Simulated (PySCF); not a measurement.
**Dipole moment and polarisability of `CC#CC[SiH2]C`**

Compound: C₅H₁₀Si.
Atom-mapped SMILES: `[CH3:1][C:2]#[C:3][CH2:4][SiH2:5][CH3:6]` (hydrogens: H7, H8, H9 on C1; H10, H11 on C4; H12, H13 on Si5; H14, H15, H16 on C6)

Cartesian coordinates in Å at the GFN2-xTB level; atoms count from 1:
```xyz
16
C5H10Si angstrom
C      3.0242    0.7965    0.5786
C      1.8509    0.1028    0.0871
C      0.8876   -0.4739   -0.3335
C     -0.2933   -1.1547   -0.8121
Si    -1.7720   -0.9259    0.3829
C     -2.1218    0.9267    0.5889
H      3.0682    1.8007    0.1565
H      2.9854    0.8737    1.6656
H      3.9291    0.2579    0.2962
H     -0.5465   -0.7704   -1.8035
H     -0.0675   -2.2174   -0.9251
H     -2.9353   -1.6107   -0.2017
H     -1.4409   -1.5294    1.6791
H     -2.4213    1.3837   -0.3506
H     -1.2367    1.4497    0.9405
H     -2.9178    1.0996    1.3071
```

Level: PBE0/def2-SVPD (PySCF), static field, nuclei fixed, core orbitals frozen in the response. The polarisability tensor in these axes (au):

```
x   108.17  12.45   4.45
y    12.45  82.17   5.73
z     4.45   5.73  73.27
```

Problem. What are the eigenvalues, a third of the trace, and Δα (Δα² = ½Σ(αi − αj)² over the three pairs)?

Solution. Principal values 70.38, 79.09 and 114.14 au; mean 87.87 au = 13.02 Å³ = 14.49 × 10⁻⁴⁰ C²·m²/J; Δα = 40.12 au (46 % of the mean).

Problem. What is the dipole moment, and where does it point?

Solution. (0.17, 0.55, -0.08) D, 0.58 D in size, pointing from the negative to the positive side. Measured along this direction, the outermost atoms are H12 at the negative end and H7 at the positive end.

Problem. Traceless (Buckingham) quadrupole moment about the centre of nuclear charge: eigenvalues?

Solution. -3.18, -1.09, 4.27 D·Å. The values depend on the origin, since the dipole doesn't vanish. The electronic extent ⟨r²⟩ about the same centre is 1105 bohr², a root-mean-square distance of 2.39 Å for the 54 electrons.

Problem. Orientational against electronic polarisability at 250 K (dilute gas, rigid molecules)?

Solution. In Gaussian units μ²/3kT = 3.29 Å³ against 13.02 Å³, a ratio of 0.25; the Debye molar polarisation (4π/3)N_A(α + μ²/3kT) is 41.1 cm³/mol, leaving out the vibrational part.

Problem. Estimate the molar refractivity from the static electronic polarisability.

Solution. Lorentz–Lorenz: R = (4π/3)N_A α = 2.5225 cm³/(mol·Å³) × 13.02 Å³ = 32.8 cm³/mol, in the limit of long wavelengths.

Problem. Rayleigh depolarisation ratio (linearly polarised light, static tensor)?

Solution. ρ = 3Δα²/(45ᾱ² + 4Δα²) = 4829.3/(347447 + 6439.0) = 0.0136.

The structure is a single GFN2-xTB conformer in the gas phase; no vibrational or solvent corrections. GFN2-xTB frequencies show an imaginary mode (27i cm⁻¹), so this geometry is no minimum at that level.
